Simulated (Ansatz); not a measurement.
Consider the ligand exchange at the Si–C bond: `NC[SiH](O)O` + `[OH][AlH2]` → `O[SiH](O)[O][AlH2]` + CH₃NH₂.

Isolated molecules relaxed with PBE0-D4/def2-TZVP in Ansatz; ΔE leaves out vibrations. CBS: MP2 limit from def2 TZ/QZ plus the TZ coupled-cluster correction, frozen cores. This one scheme is used for every species. Functionals use def2-TZVPP. B3LYP here is the variant with VWN-RPA as its local correlation; programs differ in this. Each species was taken in one conformer, which may not be the lowest.

`NC[SiH](O)O`:

Cartesian coordinates in Å:
```
N -0.978 1.349 0.340
C -0.756 -0.091 0.529
Si 0.969 -0.509 -0.104
O 1.156 -2.090 -0.491
O 1.155 0.453 -1.421
H -0.435 1.885 1.007
H -1.947 1.596 0.493
H -0.935 -0.453 1.551
H -1.459 -0.630 -0.116
H 2.014 -0.261 0.920
H 0.735 -2.397 -1.296
H 0.482 1.148 -1.411
```

`[OH][AlH2]`:

```xyz
5

O     0.565    0.392   -1.004
Al   -0.335    0.024    0.385
H     1.246   -0.179   -1.356
H    -0.060   -1.329    1.164
H    -1.415    1.092    0.811
```

`O[SiH](O)[O][AlH2]`:

```xyz
10

O    -1.515   -1.357   -0.810
Si   -0.378   -0.924    0.290
O     0.922   -1.865   -0.006
O    -0.061    0.657    0.158
Al    0.782    2.118    0.186
H    -2.205   -0.720   -1.003
H    -0.806   -1.190    1.677
H     0.984   -2.254   -0.879
H     0.004    3.396   -0.317
H     2.273    2.138    0.705
```

CH₃NH₂:

```xyz
7

C     0.264   -0.169    0.474
N    -0.175    0.094   -0.886
H    -0.353    0.283    1.264
H     1.286    0.195    0.601
H     0.287   -1.248    0.645
H    -0.193    1.089   -1.069
H    -1.117   -0.245   -1.028
```

```json
{"level": "PBE-D4", "ΔE (kJ/mol)": "-127.1", "difference from CCSD(T)/CBS": "18.5"}
{"level": "r2SCAN-D4", "ΔE (kJ/mol)": "-143.4", "difference from CCSD(T)/CBS": "2.2"}
{"level": "B3LYP-D4", "ΔE (kJ/mol)": "-146.1", "difference from CCSD(T)/CBS": "-0.5"}
{"level": "ωB97X-V", "ΔE (kJ/mol)": "-142.2", "difference from CCSD(T)/CBS": "3.4"}
{"level": "ωB97M-V", "ΔE (kJ/mol)": "-141.2", "difference from CCSD(T)/CBS": "4.4"}
{"level": "B2PLYP", "ΔE (kJ/mol)": "-149.2", "difference from CCSD(T)/CBS": "-3.6"}
{"level": "r2SCAN", "ΔE (kJ/mol)": "-143.9", "difference from CCSD(T)/CBS": "1.7"}
{"level": "PBE0", "ΔE (kJ/mol)": "-137.8", "difference from CCSD(T)/CBS": "7.8"}
{"level": "HF/def2-TZVPP", "ΔE (kJ/mol)": "-175.6", "difference from CCSD(T)/CBS": "-30.0"}
{"level": "SCS-MP2/def2-TZVPP", "ΔE (kJ/mol)": "-150.7", "difference from CCSD(T)/CBS": "-5.1"}
{"level": "CCSD/def2-TZVPP", "ΔE (kJ/mol)": "-150.0", "difference from CCSD(T)/CBS": "-4.4"}
{"level": "HF/def2-QZVPP", "ΔE (kJ/mol)": "-178.3", "difference from CCSD(T)/CBS": "-32.7"}
{"level": "MP2/def2-QZVPP", "ΔE (kJ/mol)": "-146.7", "difference from CCSD(T)/CBS": "-1.1"}
{"level": "HF/CBS(def2)", "ΔE (kJ/mol)": "-178.6", "difference from CCSD(T)/CBS": "-33.0"}
{"level": "MP2/CBS(def2)", "ΔE (kJ/mol)": "-145.8", "difference from CCSD(T)/CBS": "-0.2"}
{"level": "CCSD/CBS(def2)", "ΔE (kJ/mol)": "-150.1", "difference from CCSD(T)/CBS": "-4.5"}
{"level": "CCSD(T)/CBS", "ΔE (kJ/mol)": "-145.6", "difference from CCSD(T)/CBS": "0"}
```

Largest T1 diagnostic among the species: 0.012.

From PBE to PBE0 (25 % exact exchange), in def2-TZVPP and without D4, ΔE moves by −8.9 kJ/mol. In def2-TZVPP, CCSD(T) changes the Hartree–Fock value by +30.1 kJ/mol (the triples alone add +4.5 kJ/mol) and MP2 by +29.8 kJ/mol.
